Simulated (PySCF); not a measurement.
HCl, charge +1, doublet, geometry from GFN2-xTB (a state made from the parent by changing its charge; the spin is typed, not shown lowest); MP2/def2-TZVP (PySCF).

PySCF was given this input:
```python
from pyscf import gto, scf, mp

mol = gto.M(
    atom='''
Cl   -0.000000   -0.000000   -0.073934
H     0.000000    0.000000    1.256873
''',
    basis='def2-tzvp',
    charge=1,
    spin=1,
    verbose=4,
)

mf = scf.UHF(mol)
mf.kernel()

pt = mp.MP2(mf, frozen=4)
pt.kernel()
print('E(MP2) = %.10f' % pt.e_tot)
mf.analyze()
```

Q: Predict the main parts of the log of this PySCF run.

A: 
```
PySCF version 2.14.0

[INPUT] verbose = 4
[INPUT] num. atoms = 2
[INPUT] num. electrons = 17
[INPUT] charge = 1
[INPUT] spin (= nelec alpha-beta = 2S) = 1
[INPUT] symmetry False subgroup None
[INPUT] Mole.unit = angstrom
[INPUT] Symbol           X                Y                Z      unit          X                Y                Z       unit  Magmom
[INPUT]  1 Cl     0.000000000000   0.000000000000  -0.073934000000 AA    0.000000000000   0.000000000000  -0.139715011294 Bohr   0.0
[INPUT]  2 H      0.000000000000   0.000000000000   1.256873000000 AA    0.000000000000   0.000000000000   2.375145743360 Bohr   0.0

nuclear repulsion = 6.75981760363449
number of shells = 17
number of NR pGTOs = 71
number of NR cGTOs = 43
basis = def2-tzvp
ecp = {}

******** <class 'pyscf.scf.uhf.UHF'> ********
method = UHF
initial guess = minao
damping factor = 0
level_shift factor = 0
DIIS = <class 'pyscf.scf.diis.CDIIS'>
diis_start_cycle = 1
diis_space = 8
diis_damp = 0
SCF conv_tol = 1e-09
SCF conv_tol_grad = None
SCF max_cycles = 50
direct_scf = True
direct_scf_tol = 1e-13
number electrons alpha = 9  beta = 8
Set gradient conv threshold to 3.16228e-05
init E= -459.944404202902

cycle= 1 E= -459.621072742552  delta_E= 0.323  |g|= 0.277  |ddm|= 0.695
cycle= 2 E= -459.671748438313  delta_E= -0.0507  |g|= 0.0891  |ddm|= 0.344
cycle= 3 E= -459.674410594766  delta_E= -0.00266  |g|= 0.0231  |ddm|= 0.0649
cycle= 4 E= -459.674893189217  delta_E= -0.000483  |g|= 0.00745  |ddm|= 0.026
cycle= 5 E= -459.674953390857  delta_E= -6.02e-05  |g|= 0.00186  |ddm|= 0.00922
cycle= 6 E= -459.674957764468  delta_E= -4.37e-06  |g|= 0.000596  |ddm|= 0.00248
cycle= 7 E= -459.674958300926  delta_E= -5.36e-07  |g|= 0.000199  |ddm|= 0.000787
cycle= 8 E= -459.674958371351  delta_E= -7.04e-08  |g|= 6.83e-05  |ddm|= 0.000308
cycle= 9 E= -459.674958380428  delta_E= -9.08e-09  |g|= 3.02e-05  |ddm|= 0.000112
cycle= 10 E= -459.674958382701  delta_E= -2.27e-09  |g|= 1.29e-05  |ddm|= 6.2e-05
cycle= 11 E= -459.674958383177  delta_E= -4.76e-10  |g|= 3.73e-06  |ddm|= 3.5e-05
Extra cycle  E= -459.674958383196  delta_E= -1.88e-11  |g|= 2.33e-06  |ddm|= 3.64e-06
converged SCF energy = -459.674958383196  <S^2> = 0.76186371  2S+1 = 2.0118287

******** <class 'pyscf.mp.ump2.UMP2'> ********
nocc = (np.int64(5), np.int64(4)), nmo = (39, 39)
frozen orbitals 4
E(UMP2) = -459.84225302965  E_corr = -0.167294646454559
E(SCS-UMP2) = -459.843582820126  E_corr = -0.168624436930603
E_corr(same-spin) = -0.037072083247924
E_corr(oppo-spin) = -0.130222563206635
E(MP2) = -459.8422530297
**** SCF Summaries ****
Total Energy =                        -459.674958383195872
Nuclear Repulsion Energy =               6.759817603634487
One-electron Energy =                 -641.772370655687155
Two-electron Energy =                  175.337594668856809
Two-electron Coulomb Energy =          202.936614901245292
DFT Exchange-Correlation Energy =      -27.599020232388483
**** MO energy ****
                             alpha | beta                alpha | beta
MO #1   energy= -105.300298835874  | -105.286596462125  occ= 1 | 1
MO #2   energy= -11.0210212044723  | -11.0082588401357  occ= 1 | 1
MO #3   energy= -8.50730760252134  | -8.47547957420723  occ= 1 | 1
MO #4   energy= -8.48292178148227  | -8.47425030754125  occ= 1 | 1
MO #5   energy= -8.48120893544633  | -8.45264058251906  occ= 1 | 1
MO #6   energy= -1.54762474579306  | -1.43014114368781  occ= 1 | 1
MO #7   energy= -0.994683057959772 | -0.974667877618927 occ= 1 | 1
MO #8   energy= -0.948931825515675 | -0.843186045272688 occ= 1 | 1
MO #9   energy= -0.867963951878675 | -0.374772591129922 occ= 1 | 0
MO #10  energy= -0.169129445337379 | -0.155672992783288 occ= 0 | 0
MO #11  energy= 0.0270153876824928 | 0.0398787715955997 occ= 0 | 0
MO #12  energy= 0.164324022807442  | 0.200582894880195  occ= 0 | 0
MO #13  energy= 0.19020007741083   | 0.214034195800458  occ= 0 | 0
MO #14  energy= 0.195731111686598  | 0.230925886866895  occ= 0 | 0
MO #15  energy= 0.207457313680669  | 0.23893892401151   occ= 0 | 0
MO #16  energy= 0.226991386483903  | 0.275370298604724  occ= 0 | 0
MO #17  energy= 0.229366189750147  | 0.313741880318834  occ= 0 | 0

To work with the spin densities directly, `use mulliken_meta_spin()` only printing them here.

 ** Mulliken spin pop alpha/beta on meta-lowdin orthogonal AOs **
 ** Mulliken Spin Density (per AO)  **
spin_pop of  0 Cl 1s       -0.00000
spin_pop of  0 Cl 2s        0.00000
spin_pop of  0 Cl 3s        0.02016
spin_pop of  0 Cl 4s       -0.00012
spin_pop of  0 Cl 5s       -0.00000
spin_pop of  0 Cl 2px       0.00000
spin_pop of  0 Cl 2py       0.00002
spin_pop of  0 Cl 2pz       0.00000
spin_pop of  0 Cl 3px       0.12730
spin_pop of  0 Cl 3py       0.86030
spin_pop of  0 Cl 3pz       0.00989
spin_pop of  0 Cl 4px       0.00226
spin_pop of  0 Cl 4py       0.00787
spin_pop of  0 Cl 4pz       0.00096
spin_pop of  0 Cl 5px       0.00000
spin_pop of  0 Cl 5py       0.00000
spin_pop of  0 Cl 5pz       0.00003
spin_pop of  0 Cl 6px       0.00011
spin_pop of  0 Cl 6py       0.00038
spin_pop of  0 Cl 6pz       0.00005
spin_pop of  0 Cl 3dxy     -0.00026
spin_pop of  0 Cl 3dyz      0.00073
spin_pop of  0 Cl 3dz^2     0.00132
spin_pop of  0 Cl 3dxz      0.00052
spin_pop of  0 Cl 3dx2-y2   -0.00031
spin_pop of  0 Cl 4dxy      0.00001
spin_pop of  0 Cl 4dyz      0.00002
spin_pop of  0 Cl 4dz^2     0.00004
spin_pop of  0 Cl 4dxz     -0.00000
spin_pop of  0 Cl 4dx2-y2    0.00001
spin_pop of  0 Cl 4f-3      0.00022
spin_pop of  0 Cl 4f-2      0.00004
spin_pop of  0 Cl 4f-1     -0.00001
spin_pop of  0 Cl 4f+0     -0.00037
spin_pop of  0 Cl 4f+1     -0.00008
spin_pop of  0 Cl 4f+2      0.00005
spin_pop of  0 Cl 4f+3      0.00022
spin_pop of  1 H 1s       -0.03052
spin_pop of  1 H 2s       -0.00086
spin_pop of  1 H 3s        0.00004
spin_pop of  1 H 2px      -0.00001
spin_pop of  1 H 2py       0.00013
spin_pop of  1 H 2pz      -0.00017
 ** Mulliken Spin Density (per atom)  **
spin density of  0 Cl =      1.03139
spin density of  1 H =     -0.03139
 ** Mulliken pop alpha/beta on meta-lowdin orthogonal AOs **
 ** Mulliken pop       alpha | beta **
In total             9.00000 | 8.00000
 ** Mulliken atomic charges   ( Nelec_alpha | Nelec_beta ) **
charge of  0Cl =      0.68170  (     8.67484      7.64346 )
charge of  1H =      0.31830  (     0.32516      0.35654 )

WARN: System has nonzero charge 1; the dipole moment is origin-dependent.
Location of origin: [0. 0. 0.]

Dipole moment(X, Y, Z, Debye):  0.00000, -0.00000,  1.68734
```
